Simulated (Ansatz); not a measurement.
One change: `CB[SiH3]` becomes `B[SiH2]B(C)[SiH3]`.

Ansatz, PBE0-D4/def2-TZVP geometries, multiplicity 1. Each molecule was computed in one conformer, which needn't be the lowest.

| property | `CB[SiH3]` |
| --- | --- |
| HOMO–LUMO gap (PBE/def2-TZVPP) / eV | 3.89 |
| LUMO energy (PBE/def2-TZVPP) / eV | -2.81 |
| size of the dipole moment (B3LYP/def2-TZVPP) / D | 1.20 |
| HOMO–LUMO gap (B3LYP/def2-TZVPP) / eV | 5.72 |
| LUMO energy (ωB97M-V/def2-TZVPP) / eV | 0.14 |
| LUMO energy (PBE0/def2-TZVPP) / eV | -1.82 |

(1) Give the same properties after the change, and the shifts. (Best estimate.)

## Answers

(1) Ansatz gave: 
```json
{"property": "HOMO–LUMO gap (PBE/def2-TZVPP) / eV", "`B[SiH2]B(C)[SiH3]`": "2.44", "shift": "-1.45"}
{"property": "LUMO energy (PBE/def2-TZVPP) / eV", "`B[SiH2]B(C)[SiH3]`": "-3.77", "shift": "-0.96"}
{"property": "size of the dipole moment (B3LYP/def2-TZVPP) / D", "`B[SiH2]B(C)[SiH3]`": "1.17", "shift": "-0.03"}
{"property": "HOMO–LUMO gap (B3LYP/def2-TZVPP) / eV", "`B[SiH2]B(C)[SiH3]`": "4.04", "shift": "-1.68"}
{"property": "LUMO energy (ωB97M-V/def2-TZVPP) / eV", "`B[SiH2]B(C)[SiH3]`": "-0.95", "shift": "-1.09"}
{"property": "LUMO energy (PBE0/def2-TZVPP) / eV", "`B[SiH2]B(C)[SiH3]`": "-2.87", "shift": "-1.05"}
```

With PBE0 the HOMO rises by 0.68 eV and the LUMO falls by 1.05 eV, so the gap narrows by about 1.73 eV. PBE moves the HOMO by 0.49 eV and ωB97M-V by 0.81 eV. Dipoles are sizes alone; their direction can turn.

B3LYP here is the variant with VWN-RPA as its local correlation; programs differ in this.
